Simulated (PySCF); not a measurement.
Precursor series Zr F-NH2. Gas-phase values, no solvent. One relaxed conformer stands for each flexible species; it need not be the lowest.

The LUMO from two functionals at the same geometries (BP86-D3(BJ)/def2-SVP), both in PySCF: PBE-D3(BJ)/def2-TZVP and TPSSh-D3(BJ)/def2-TZVP. 

| species | PBE-D3(BJ)/def2-TZVP (eV) | TPSSh-D3(BJ)/def2-TZVP (eV) |
|---|---|---|
| 1 of 4 F replaced by NH2 ([Zr(F)3(NH2)]) | -2.11 | -1.63 |
| 2 of 4 F replaced by NH2 ([Zr(F)2(NH2)2]) | -1.76 | -1.27 |
| 3 of 4 F replaced by NH2 | -1.03 | -0.55 |
| 4 of 4 F replaced by NH2 ([Zr(NH2)4]) | -0.85 | -0.36 |

Over these rows, drawn at random from the members with no instability flagged (it was tested for open shells, ions and some series alone), PBE minus TPSSh-D3(BJ): mean -0.49 eV, from -0.49 eV to -0.48 eV.
